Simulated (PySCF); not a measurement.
## A computed series [MI4]−

Computed with PySCF 2.14.0, PBE0, def2-SVP on the ligands, density fitting, scalar-relativistic core potentials, no spin-orbit coupling, vacuum. Each member is relaxed from one template within its symmetry. Distances are means of the shortest metal–ligand contacts, charges and spins Mulliken's; removal energies are rigid, with the ligand's formal charge and no counterpoise, so too large; for an anion taken off a cation in vacuum most of it is the attraction of opposite charges, and multiply charged cations can part far more cheaply with an electron moved from ligand to metal. lcecp potentials hold a fixed number of 4f electrons in the core, out of states, spins and gaps.

```json
{"metal": "La", "basis on the metal": "def2-SVP with ECP46", "point group": "Td", "M–I (Å)": "3.050", "charge on M (e)": "0.86", "removal of one I (eV)": "3.49", "strongest infrared band, degenerate modes summed (cm⁻¹)": "166", "unstable modes (below −25 cm⁻¹)": "0"}
{"metal": "Nd", "basis on the metal": "lcecp-1-SVP with ECP49", "point group": "Td", "M–I (Å)": "2.971", "charge on M (e)": "0.88", "removal of one I (eV)": "3.48", "strongest infrared band, degenerate modes summed (cm⁻¹)": "168", "unstable modes (below −25 cm⁻¹)": "0"}
```

Task: What does the calculation give for Ce, lcecp-1-SVP with ECP47?

Result: point group: Td, M–I (Å): 3.027, charge on M (e): 0.91, removal of one I (eV): 3.49, strongest infrared band, degenerate modes summed (cm⁻¹): 171, unstable modes (below −25 cm⁻¹): 0.
```xyz
5

Ce    0.0000    0.0000    0.0000
I     1.7477    1.7477    1.7477
I    -1.7477   -1.7477    1.7477
I     1.7477   -1.7477   -1.7477
I    -1.7477    1.7477   -1.7477
```

One start shape was tried for each, so a minimum needn't be the lowest isomer.
